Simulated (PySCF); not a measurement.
HIn, charge +1, doublet, at the geometry of the source list (a state made from the parent by changing its charge; the spin is typed, not shown lowest) (core potentials on In). Base run: PBE/def2-SVP run with PySCF.

The PySCF input:
```python
from pyscf import gto, scf, dft, solvent

mol = gto.M(
    atom='''
In    0.58030000    0.14420000   -0.78290000
H    -0.58030000   -0.14420000    0.78290000
''',
    basis='def2-svp',
    ecp={'In': 'def2-svp'},
    charge=1,
    spin=1,
    verbose=4,
)

mf = dft.UKS(mol)
mf.xc = 'pbe'
mf.kernel()
```

The base run was repeated with changes; each row names its change, and settings that it needs were set with it.

| change | ΔE vs base (kJ/mol) |
|---|---|
| base | 0.00 |
| model = IEF-PCM; solvent = dichloromethane | -267.9 |
| model = ddCOSMO; solvent = dimethylsulfoxide | -275.8 |
| model = C-PCM; solvent = dimethylsulfoxide | -295.4 |
| model = COSMO; solvent = dimethylsulfoxide | -292.3 |
| model = IEF-PCM; solvent = dimethylsulfoxide; lebedev_order = 41 | -295.4 |
| model = IEF-PCM; solvent = dimethylsulfoxide; lebedev_order = 11 | -296.5 |
| model = IEF-PCM; solvent = water | -298.0 |
| model = IEF-PCM; solvent = toluene | -174.4 |
| model = IEF-PCM; solvent = chloroform | -237.6 |
| model = IEF-PCM; solvent = dimethylsulfoxide; vdw_scale = 1.1 | -328.0 |
| model = IEF-PCM; solvent = dimethylsulfoxide | -295.4 |

The base is the gas phase, so ΔE is the electrostatic part of solvation at a fixed geometry, without cavity and dispersion terms.

Open shells are given as the SCF converged; they aren't shown to be the lowest states, and a large step between rows can be another state.
